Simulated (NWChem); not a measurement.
System: NbF$_{4}$, doublet; SMILES [F][Nb]([F])([F])[F]

Excerpt of the output:

```
             Northwest Computational Chemistry Package (NWChem) 7.3.0
             --------------------------------------------------------

 D2D symmetry detected

                             Geometry "geometry" -> ""
                             -------------------------

 Output coordinates in angstroms (scale by  1.889725989 to convert to a.u.)

  No.       Tag          Charge          X              Y              Z
 ---- ---------------- ---------- -------------- -------------- --------------
    1 Nb                  41.0000     0.00000000     0.00000000     0.00000000
    2 F                    9.0000     1.21738600     1.21738600     0.72814100
    3 F                    9.0000    -1.21738600    -1.21738600     0.72814100
    4 F                    9.0000     1.21738600    -1.21738600    -0.72814100
    5 F                    9.0000    -1.21738600     1.21738600    -0.72814100

 Effective nuclear repulsion energy (a.u.)     503.1710923606

      Symmetry information
      --------------------

 Group name             D2d
 Group number             32
 Group order               8
 No. of unique centers     2

                                 NWChem DFT Module
                                 -----------------

 Summary of "ao basis" -> "ao basis" (spherical)
 ------------------------------------------------------------------------------
       Tag                 Description            Shells   Functions and Types
 ---------------- ------------------------------  ------  ---------------------
 Nb                         def2-svp                11       31   5s3p2d1f
 F                          def2-svp                 6       14   3s2p1d

      Symmetry analysis of basis
      --------------------------

        a1         18
        a2          5
        b1          6
        b2         16
        e          42

            General Information
            -------------------
          SCF calculation type: DFT
          Wavefunction type:  spin polarized.
          No. of atoms     :     5
          No. of electrons :    49
           Alpha electrons :    25
            Beta electrons :    24
          Charge           :     0
          Spin multiplicity:     2
          Use of symmetry is: on ; symmetry adaption is: on
          Maximum number of iterations: 150
          AO basis - number of functions:    87
                     number of shells:    35
          Convergence on energy requested:  1.00D-06
          Convergence on density requested:  1.00D-05
          Convergence on gradient requested:  5.00D-04

              XC Information
              --------------
                         SCAN Method XC Functional
                  SCAN metaGGA Exchange Functional  1.000
                        SCAN Correlation Potential  1.000

             Grid Information
             ----------------
          Grid used for XC integration:  medium
          Radial quadrature: Mura-Knowles
          Angular quadrature: Lebedev.
          Tag              B.-S. Rad. Rad. Pts. Rad. Cut. Ang. Pts.
          ---              ---------- --------- --------- ---------
          Nb                  1.45      123           8.0       590
          F                   0.50       49           8.0       434
          Grid pruning is: on
          Number of quadrature shells:   172
          Spatial weights used:  Erf1

      Superposition of Atomic Density Guess
      -------------------------------------

 Sum of atomic energies:        -461.92178244

      Non-variational initial energy
      ------------------------------

 Total energy =    -453.045846
 1-e energy   =   -1084.475198
 2-e energy   =     413.612886
 HOMO         =      -0.086782
 LUMO         =       0.032322

   Symmetry analysis of molecular orbitals - initial alpha
   -------------------------------------------------------

  Numbering of irreducible representations:

     1 a1          2 a2          3 b1          4 b2          5 e

  Orbital symmetries:

     1 a1          2 e           3 e           4 b2          5 a1
     6 e           7 e           8 b2          9 a1         10 b2
    11 e          12 e          13 b2         14 a1         15 b1
    16 e          17 e          18 a1         19 b2         20 e
    21 e          22 a2         23 e          24 e          25 a1
    26 b1         27 e          28 e          29 a1         30 b2
    31 e          32 e          33 b2         34 a1         35 a1

   Symmetry analysis of molecular orbitals - initial beta
   ------------------------------------------------------

  Numbering of irreducible representations:

     1 a1          2 a2          3 b1          4 b2          5 e

  Orbital symmetries:

     1 a1          2 e           3 e           4 b2          5 a1
     6 e           7 e           8 b2          9 a1         10 b2
    11 e          12 e          13 b2         14 a1         15 b1
    16 e          17 e          18 a1         19 b2         20 e
    21 e          22 a2         23 e          24 e          25 a1
    26 b1         27 e          28 e          29 a1         30 b2
    31 e          32 e          33 b2         34 a1         35 a1

     ---------------------------------------------
      Total Density - Mulliken Population Analysis
     ---------------------------------------------

    Atom       Charge   Shell Charges
 -----------   ------   -------------------------------------------------------
    1 Nb  13    10.27  -0.33  1.61  0.74  0.29  0.57  5.94  0.18  0.05  0.92  0.23  0.09
    2 F    9     9.68   1.99  1.16  0.80  3.57  2.16  0.00
    3 F    9     9.68   1.99  1.16  0.80  3.57  2.16  0.00
    4 F    9     9.68   1.99  1.16  0.80  3.57  2.16  0.00
    5 F    9     9.68   1.99  1.16  0.80  3.57  2.16  0.00

     --------------------------------------------
      Spin Density - Mulliken Population Analysis
     --------------------------------------------

    Atom       Charge   Shell Charges
 -----------   ------   -------------------------------------------------------
    1 Nb  13     0.99  -0.00  0.01 -0.02  0.17  0.55  0.00 -0.00  0.00  0.22  0.06  0.00
    2 F    9     0.00   0.00  0.00 -0.01  0.00 -0.00  0.00
    3 F    9     0.00   0.00  0.00 -0.01  0.00 -0.00  0.00
    4 F    9     0.00   0.00  0.00 -0.01  0.00 -0.00  0.00
    5 F    9     0.00   0.00  0.00 -0.01  0.00 -0.00  0.00

   convergence    iter        energy       DeltaE   RMS-Dens  Diis-err
 ---------------- ----- ----------------- --------- --------- ---------
 d= 0,ls=0.0,diis     1   -455.6706197992 -6.73D+02  3.30D-02  8.90D-01
                                                     3.03D-02  7.95D-01
 d= 0,ls=0.0,diis     2   -447.5858010937  8.08D+00  2.24D-02  1.84D+01
                                                     2.40D-02  1.86D+01
 d= 0,ls=0.0,diis     3   -456.1614559500 -8.58D+00  1.44D-03  1.25D-01
                                                     1.85D-03  1.35D-01
 d= 0,ls=0.0,diis     4   -456.2155490587 -5.41D-02  4.71D-04  1.06D-02
                                                     6.09D-04  1.14D-02
 d= 0,ls=0.0,diis     5   -456.2203410576 -4.79D-03  2.05D-04  3.22D-04
                                                     1.77D-04  3.16D-04
  Resetting Diis
 d= 0,ls=0.0,diis     6   -456.2205067939 -1.66D-04  2.67D-05  7.68D-06
                                                     2.23D-05  6.79D-06
 d= 0,ls=0.0,diis     7   -456.2205109113 -4.12D-06  6.63D-06  1.50D-07
                                                     3.55D-06  5.74D-08
 d= 0,ls=0.0,diis     8   -456.2205107670  1.44D-07  4.17D-06  4.67D-07
                                                     4.14D-06  5.49D-07

         Total DFT energy =     -456.220510767005
      One electron energy =    -1087.523129429158
           Coulomb energy =      462.127406856211
    Exchange-Corr. energy =      -48.641254952627
 Nuclear repulsion energy =      217.816466758569

 Numeric. integr. density =       49.000011401900

                  Occupations of the irreducible representations
                  ----------------------------------------------

                     irrep           alpha         beta
                     --------     --------     --------
                     a1                6.0          5.0
                     a2                1.0          1.0
                     b1                1.0          1.0
                     b2                5.0          5.0
                     e                12.0         12.0

                    DFT Final Alpha Molecular Orbital Analysis
                    ------------------------------------------

 Vector   23  Occ=1.000000D+00  E=-3.982525D-01  Symmetry=e
              MO Center=  1.1D-13, -6.1D-15, -3.6D-02, r^2= 3.9D+00
   Bfn.  Coefficient  Atom+Function         Bfn.  Coefficient  Atom+Function
  ----- ------------  ---------------      ----- ------------  ---------------
    37      0.292419  2 F  pz                51     -0.292419  3 F  pz
    63      0.244824  4 F  px                77      0.244824  5 F  px
    64      0.212717  4 F  py                78      0.212717  5 F  py
    40     -0.202827  2 F  pz                54      0.202827  3 F  pz
    66     -0.171261  4 F  px                80     -0.171261  5 F  px

 Vector   24  Occ=1.000000D+00  E=-3.902340D-01  Symmetry=a2
              MO Center=  1.3D-14,  1.2D-14,  1.6D-14, r^2= 3.9D+00
   Bfn.  Coefficient  Atom+Function         Bfn.  Coefficient  Atom+Function
  ----- ------------  ---------------      ----- ------------  ---------------
    35      0.239689  2 F  px                36     -0.239689  2 F  py
    49     -0.239689  3 F  px                50      0.239689  3 F  py
    63     -0.239689  4 F  px                64     -0.239689  4 F  py
    77      0.239689  5 F  px                78      0.239689  5 F  py
    38     -0.168214  2 F  px                39      0.168214  2 F  py

 Vector   25  Occ=1.000000D+00  E=-2.026724D-01  Symmetry=a1
              MO Center= -4.6D-15, -1.5D-15, -3.2D-15, r^2= 1.9D+00
   Bfn.  Coefficient  Atom+Function         Bfn.  Coefficient  Atom+Function
  ----- ------------  ---------------      ----- ------------  ---------------
    17      0.813361  1 Nb d  0               4      0.471703  1 Nb s
     2     -0.232225  1 Nb s                 37      0.151237  2 F  pz
    51      0.151237  3 F  pz                65     -0.151237  4 F  pz
    79     -0.151237  5 F  pz                22      0.124749  1 Nb d  0
    40     -0.121787  2 F  pz                54     -0.121787  3 F  pz

 Vector   26  Occ=0.000000D+00  E=-1.319851D-01  Symmetry=b1
              MO Center=  1.6D-15,  3.6D-15, -7.1D-16, r^2= 1.6D+00
   Bfn.  Coefficient  Atom+Function         Bfn.  Coefficient  Atom+Function
  ----- ------------  ---------------      ----- ------------  ---------------
    19      0.947042  1 Nb d  2              35      0.132683  2 F  px
    36     -0.132683  2 F  py                49     -0.132683  3 F  px
    50      0.132683  3 F  py                63      0.132683  4 F  px
    64      0.132683  4 F  py                77     -0.132683  5 F  px
    78     -0.132683  5 F  py                38     -0.097289  2 F  px

 Vector   27  Occ=0.000000D+00  E=-1.108581D-01  Symmetry=e
              MO Center= -2.8D-15, -1.7D-15, -4.9D-02, r^2= 1.8D+00
   Bfn.  Coefficient  Atom+Function         Bfn.  Coefficient  Atom+Function
  ----- ------------  ---------------      ----- ------------  ---------------
    18      0.810170  1 Nb d  1              16     -0.349436  1 Nb d -1
     7     -0.178663  1 Nb py                10      0.173017  1 Nb py
    36      0.167250  2 F  py                50      0.167250  3 F  py
    23      0.160782  1 Nb d  1              39     -0.140390  2 F  py
    53     -0.140390  3 F  py                64      0.124332  4 F  py

 Vector   28  Occ=0.000000D+00  E=-1.108581D-01  Symmetry=e
              MO Center= -1.5D-14,  1.0D-14,  4.9D-02, r^2= 1.8D+00
   Bfn.  Coefficient  Atom+Function         Bfn.  Coefficient  Atom+Function
  ----- ------------  ---------------      ----- ------------  ---------------
    16      0.810170  1 Nb d -1              18      0.349436  1 Nb d  1
     6      0.178663  1 Nb px                 9     -0.173017  1 Nb px
    63     -0.167250  4 F  px                77     -0.167250  5 F  px
    21      0.160782  1 Nb d -1              66      0.140390  4 F  px
    80      0.140390  5 F  px                35     -0.124332  2 F  px

                     DFT Final Beta Molecular Orbital Analysis
                     -----------------------------------------

 Vector   22  Occ=1.000000D+00  E=-3.955145D-01  Symmetry=e
              MO Center=  6.7D-14,  4.0D-14,  2.4D-01, r^2= 3.8D+00
   Bfn.  Coefficient  Atom+Function         Bfn.  Coefficient  Atom+Function
  ----- ------------  ---------------      ----- ------------  ---------------
    37      0.377929  2 F  pz                51     -0.377929  3 F  pz
    40     -0.262440  2 F  pz                54      0.262440  3 F  pz
    63      0.193051  4 F  px                77      0.193051  5 F  px
    64      0.187077  4 F  py                78      0.187077  5 F  py
    66     -0.135956  4 F  px                80     -0.135956  5 F  px

 Vector   23  Occ=1.000000D+00  E=-3.955145D-01  Symmetry=e
              MO Center=  6.5D-14, -9.1D-14, -2.4D-01, r^2= 3.8D+00
   Bfn.  Coefficient  Atom+Function         Bfn.  Coefficient  Atom+Function
  ----- ------------  ---------------      ----- ------------  ---------------
    65      0.377929  4 F  pz                79     -0.377929  5 F  pz
    68     -0.262440  4 F  pz                82      0.262440  5 F  pz
    36      0.193051  2 F  py                50      0.193051  3 F  py
    35     -0.187077  2 F  px                49     -0.187077  3 F  px
    39     -0.135956  2 F  py                53     -0.135956  3 F  py

 Vector   24  Occ=1.000000D+00  E=-3.905770D-01  Symmetry=a2
              MO Center=  9.8D-14, -6.0D-14,  7.1D-15, r^2= 3.9D+00
   Bfn.  Coefficient  Atom+Function         Bfn.  Coefficient  Atom+Function
  ----- ------------  ---------------      ----- ------------  ---------------
    35      0.239797  2 F  px                36     -0.239797  2 F  py
    49     -0.239797  3 F  px                50      0.239797  3 F  py
    63     -0.239797  4 F  px                64     -0.239797  4 F  py
    77      0.239797  5 F  px                78      0.239797  5 F  py
    38     -0.168102  2 F  px                39      0.168102  2 F  py

 Vector   25  Occ=0.000000D+00  E=-1.180611D-01  Symmetry=a1
              MO Center= -3.1D-15,  8.3D-18, -1.1D-14, r^2= 2.0D+00
   Bfn.  Coefficient  Atom+Function         Bfn.  Coefficient  Atom+Function
  ----- ------------  ---------------      ----- ------------  ---------------
    17      0.813618  1 Nb d  0               4      0.415303  1 Nb s
     2     -0.175365  1 Nb s                  3     -0.157510  1 Nb s
     5      0.147465  1 Nb s                 22      0.142746  1 Nb d  0
    37      0.122100  2 F  pz                51      0.122100  3 F  pz
    65     -0.122100  4 F  pz                79     -0.122100  5 F  pz

[...]

                         DFT ENERGY GRADIENTS

    atom               coordinates                        gradient
                 x          y          z           x          y          z
   1 Nb      0.000000   0.000000   0.000000    0.000000   0.000000   0.000000
   2 F       2.300526   2.300526   1.375987    0.004189   0.004189   0.002833
   3 F      -2.300526  -2.300526   1.375987   -0.004189  -0.004189   0.002833
   4 F       2.300526  -2.300526  -1.375987    0.004189  -0.004189  -0.002833
   5 F      -2.300526   2.300526  -1.375987   -0.004189   0.004189  -0.002833
```

Level: SCAN/def2-SVP with def2 effective core potentials on Nb, spin-unrestricted. In the optimisation the excess spin sits in a1 (D2d, its own frame). Coordinates come from a PBE-D3(BJ)/def2-SVP, spin-unrestricted optimisation. The spin multiplicity was typed, not searched, and may not be the lowest. No stability test was run on the SCF state. def2 effective core potentials on Nb; no spin-orbit coupling.

Reconstruct the input file.

Several could match; the one computed here: the input that was run:
```
start job
memory heap 200 mb stack 900 mb global 1100 mb
geometry units angstroms noautoz
  Nb     0.000000     0.000000     0.000000
  F     -1.217386    -1.217386     0.728141
  F      1.217386     1.217386     0.728141
  F     -1.217386     1.217386    -0.728141
  F      1.217386    -1.217386    -0.728141
end
basis spherical
  * library def2-svp
end
ecp
  Nb library def2-ecp
end
dft
  odft
  mult 2
  xc scan
  iterations 150
  mulliken
end
task dft gradient
```
